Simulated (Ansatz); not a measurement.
A set of 12 reactions (ligand exchange), with CCSD(T)/CBS values in kJ/mol:

| reaction | ΔE |
| --- | --- |
| `CO[SiH](C)O[Si](O)(O)O` + `N[Si](O)(O)O` → `O[Si](O)(O)N[Si](O)(O)O` + `CO[SiH](C)O` | 48.8 |
| `NB(S)O[SiH3]` + H₂S → `NB(S)S` + `O[SiH3]` | 55.7 |
| `C=C(F)B(O)F` + `[SiH3]S` → `OB(F)S[SiH3]` + `C=CF` | -45.3 |
| `C[O][Sc]([F])[F]` + HCl → `[F][Sc]([F])[Cl]` + CH₃OH | -30.3 |
| `[NH2][Al]([OH])[Br]` + H–F → `[NH2][Al]([OH])[F]` + HBr | -18.2 |
| `[SiH3][GeH2][SiH2][GeH2][SiH2][GeH3]` + `N[SiH3]` → `[SiH3][NH][GeH3]` + `[SiH3][GeH2][SiH2][GeH2][SiH3]` | 18.0 |
| `BN(C)[SiH2]Cl` + `OCS` → `BSCO` + `CN[SiH2]Cl` | 26.2 |
| `N[Si@H](F)N[Si@@H](N)Cl` + CH₃SH → `CS[SiH](N)F` + `N[SiH](N)Cl` | 11.4 |
| `[SiH3][O][Cd][Br]` + `[AsH3]` → `[SiH3][AsH2]` + `[OH][Cd][Br]` | 75.4 |
| `[OH][Ga]([OH])[Br]` + HCl → `[OH][Ga]([Cl])[Br]` + H₂O | -57.1 |
| `[F][Nb]([F])(=[S])[Cl]` + H–F → `[F][Nb]([F])([F])=[S]` + HCl | 1.3 |
| `[OH][GeH]([OH])[O][SiH3]` + HCl → `[OH][GeH]([OH])[Cl]` + `O[SiH3]` | -18.0 |

Gas-phase electronic energies from Ansatz, PBE0-D4/def2-TZVP geometries. CBS: MP2 limit from def2 TZ/QZ plus the TZ coupled-cluster correction, frozen cores. This one scheme is used for every species. Functionals use def2-TZVPP. B3LYP here is the variant with VWN-RPA as its local correlation; programs differ in this. Elements past krypton have def2 core potentials. For As, Br, Cd, Ga, Ge, Nb, Sc outer-core shells are correlated without core-valence functions, which leaves a few kJ/mol of doubt a bond. Scalar relativity is left out up to krypton. Each species was taken in one conformer, which may not be the lowest.

(1) Give the mean, mean absolute and largest difference (level minus CCSD(T)/CBS, kJ/mol) for: PBE-D4, ωB97X-V, ωB97M-V, PBE, r2SCAN, PBE0, B3LYP, HF/def2-TZVPP, MP2/def2-TZVPP, CCSD/def2-TZVPP, CCSD(T)/def2-TZVPP, SCS-MP2/def2-QZVPP, MP2/CBS(def2), CCSD/CBS(def2). (An estimate is asked.)

The largest T1 diagnostic in the set is 0.023, for `[F][Nb]([F])([F])=[S]` (customary mark 0.02).

CCSD(T)/CBS is a level of theory with its own doubt, and the functionals carry their triple-zeta basis error, so these figures describe this set and don't rank the functionals.

## Answers

(1) Computed: 
```
             level  mean  mean absolute  largest
            PBE-D4  -6.1            8.5    -21.5
           ωB97X-V  -2.4            3.5    -18.9
           ωB97M-V  -2.0            3.2    -14.2
               PBE  -7.4            9.6    -21.2
            r2SCAN  -4.5            5.2    -14.4
              PBE0  -5.5            6.9    -12.9
             B3LYP  -3.2            5.7    -17.0
     HF/def2-TZVPP   1.0           12.9     30.1
    MP2/def2-TZVPP   0.6            3.2     10.1
   CCSD/def2-TZVPP   1.4            4.8      9.2
CCSD(T)/def2-TZVPP   0.9            3.1      5.8
SCS-MP2/def2-QZVPP   0.7            3.4    -11.1
     MP2/CBS(def2)  -0.3            3.7     14.8
    CCSD/CBS(def2)   0.5            2.0      3.4
```
